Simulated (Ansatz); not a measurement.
The cluster MoS2⁺, relaxed as a doublet with UKS PBE-D4/def2-TZVP in Ansatz, starting from the GFN2-xTB geometry. Force threshold 0.02 eV/Å.

In the def2 sets Mo takes a core potential; there is no spin–orbit coupling. The structure comes from a short search, and lower isomers may exist.

Start:

Cartesian coordinates in Å:
```
Mo 0.155 -0.850 0.006
S 0.343 0.514 1.647
S -0.498 0.337 -1.653
```

| step | energy (eV) | largest force component (eV/Å) | SCF passes |
| --- | --- | --- | --- |
| 1 | -23512.2937 | 1.650 | 41 |
| 2 | -23512.3895 | 0.712 | 32 |
| 3 | -23512.4053 | 0.013 | 27 |

Force components are those of the run's own axes.

End:

Cartesian coordinates in Å:
```
Mo 0.1518 -0.8313 0.0059
S 0.3306 0.5012 1.5903
S -0.4823 0.3301 -1.5963
```

By distances, no bond broke or formed. The bond that changes most is Mo1–S3, from 2.14 to 2.08 Å (atoms count from 1).

No frequencies were taken in this run, so the end may be a saddle point.

Hardware: 4 threads of Arm Neoverse V1 on a shared host. Wall time 3.4 s.
